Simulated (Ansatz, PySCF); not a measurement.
C2H3Cl2FSi, SMILES F/C(=C/Cl)[SiH2]Cl. Atoms are numbered in the order given.

```xyz
9

F      0.4410     2.1447    -1.0265
C      0.5277     0.9911    -0.3468
C      1.6390     0.2614    -0.4977
Cl     1.8509    -1.2432     0.3014
Si    -0.9600     0.5631     0.7340
Cl    -2.1114    -0.8811    -0.1913
H      2.4635     0.5777    -1.1423
H     -0.5141     0.0434     2.0510
H     -1.7647     1.8041     0.8725
```
Charge 0, spin multiplicity 1.

Coordinates come from a PBE0-D3(BJ)/def2-SVP optimisation. The structure was generated by enumeration; whether it is a known compound was not checked. The values are those of a single conformer.

Two levels are set side by side: PBE-D3(BJ)/def2-SVP (Ansatz, a first-principles code) and PBE0-D3(BJ)/def2-SVP (Ansatz). Each level has its own optimised geometry; the coordinates shown are those of the second. Frequencies come from the Hessian of PySCF at each geometry. Differences are taken from unrounded values.

```
quantity                            PBE0-D3(BJ)
----------------------------------  -----------
mean bond length (Å)                      1.552
bond F1–C2 (Å)                            1.342
bond C2–C3 (Å)                            1.338
bond C2–Si5 (Å)                           1.888
bond C3–Cl4 (Å)                           1.717
bond Si5–Cl6 (Å)                          2.066
bond C3–H7 (Å)                            1.093
bond Si5–H8 (Å)                           1.484
bond Si5–H9 (Å)                           1.486
highest harmonic wavenumber (cm⁻¹)         3230
mean harmonic wavenumber (cm⁻¹)             939
zero-point energy (kcal/mol)              28.18
```

Question: What does PBE-D3(BJ) give, and how far is it from PBE0-D3(BJ)? (Estimate from the structure and the level; the computed values follow.)

Answer: 
```tsv
quantity	PBE-D3(BJ)	PBE-D3(BJ) minus PBE0-D3(BJ)
mean bond length (Å)	1.564	0.012
bond F1–C2 (Å)	1.357	0.015
bond C2–C3 (Å)	1.352	0.014
bond C2–Si5 (Å)	1.895	0.007
bond C3–Cl4 (Å)	1.728	0.012
bond Si5–Cl6 (Å)	2.081	0.015
bond C3–H7 (Å)	1.102	0.008
bond Si5–H8 (Å)	1.496	0.011
bond Si5–H9 (Å)	1.497	0.012
highest harmonic wavenumber (cm⁻¹)	3132	-98
mean harmonic wavenumber (cm⁻¹)	902	-37
zero-point energy (kcal/mol)	27.08	-1.10
```

Exact exchange shortens and stiffens bonds; PBE has none. Differences between two approximate levels are no errors against the true value.
